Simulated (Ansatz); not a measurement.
[Cu(N2)2]+ (CuN₄⁺). Charge 1, multiplicity 3. Geometry PBE-D4/def2-SVP, that of the charge +1 singlet; atoms count from 1.

```xyz
5

Cu   -0.002   -0.002   -0.002
N    -1.529    1.019    0.360
N    -2.438    1.625    0.575
N     1.529   -1.019   -0.359
N     2.440   -1.623   -0.573
```

At PBE0-D4/def2-TZVP a singlet of charge 1 lies 5.26 eV below the triplet at the same geometry.

(1) Estimate the Mulliken populations from the PBE0/def2-TZVP orbitals of Ansatz.

(2) Where does the spin sit?

(3) And the Mayer bond orders between heavy atoms (over 0.3)?

Results:

(1) 
| atom | charge (e) | spin (α − β) | d electrons |
| --- | --- | --- | --- |
| Cu1 | 0.47 | 1.24 | 9.22 |
| N2 | 0.17 | 0.07 | – |
| N3 | 0.09 | 0.31 | – |
| N4 | 0.17 | 0.07 | – |
| N5 | 0.09 | 0.31 | – |
Mulliken values depend strongly on the basis.

(2) Summed by element: Cu 1.24, N 0.76, of 2 unpaired in all. Largest on single atoms: Cu1 1.24, N3 0.31, N5 0.31.

(3) Cu1–N2 0.93 (1.87 Å); Cu1–N4 0.93 (1.87 Å); N2–N3 2.18 (1.11 Å); N4–N5 2.18 (1.11 Å).
